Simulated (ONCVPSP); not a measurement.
**An all-electron radial function and its pseudo partner (nitrogen)**

Columns: radius, all-electron u(r) and pseudo u(r) of the 2s shell (level -18.81 eV) of nitrogen in the configuration [He] 2s1.5 2p3.5; PBE, scalar-relativistic, ONCV scheme, ONCVPSP 4.0.1.

```csv
r (bohr),all-electron,pseudo
0.093,-0.3766,0.0626
0.185,-0.3207,0.1335
0.278,-0.1074,0.2225
0.370,0.1365,0.3294
0.463,0.3629,0.4498
0.555,0.5475,0.5729
0.648,0.6902,0.6922
0.740,0.7898,0.7894
0.833,0.8536,0.8536
0.925,0.8866,0.8866
1.018,0.8958,0.8958
1.110,0.8865,0.8865
1.203,0.8634,0.8634
1.295,0.8309,0.8309
1.388,0.7914,0.7914
1.480,0.7483,0.7483
1.573,0.7025,0.7025
1.665,0.6564,0.6564
1.758,0.6101,0.6101
1.850,0.5654,0.5654
1.943,0.5218,0.5218
2.035,0.4807,0.4807
2.128,0.4413,0.4413
2.220,0.4047,0.4048
2.313,0.3702,0.3702
2.405,0.3383,0.3383
```

(1) How many radial nodes do the two functions have?

(2) At about which radius was the pseudo-wave matched?

(3) Is the pseudo-wave norm-conserving?

Answers

(1) The all-electron 2s function has n − l − 1 = 1; the pseudo-wave has 0, since the states of the same l below it are removed with the core.

(2) 0.80 bohr, where the columns begin to agree (steps of 0.09 bohr).

(3) Yes: the ONCV scheme keeps the norm inside the radius equal to the all-electron one, which fixes the energy derivative of the logarithmic derivative at the level.
